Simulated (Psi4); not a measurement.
Pair of molecules, SMILES N#N with SMILES P (the first has 2 atoms); geometry from B3LYP-D3(BJ)/def2-TZVP, rigid monomers moved along the line of their centres of mass till N2···H6 is 4.57 Å.
(charge 0, multiplicity 1):
```xyz
6

N      0.64685    -0.21103    -0.51132
N     -0.33486     0.26387    -0.48761
P     -0.01718     0.13372     4.85562
H      1.07794     0.65855     4.12230
H     -0.02557    -1.08491     4.12943
H     -0.98077     0.74010     4.00940
```

All values below come from SAPT0/jun-cc-pV(D+d)Z (Psi4).

Problem. Give the four SAPT terms and the total, and say what mostly holds the pair together.

Solution. electrostatics 0.0, exchange 0.1, induction 0.0, dispersion -0.4, total -0.3 kJ/mol; the largest attraction is dispersion.
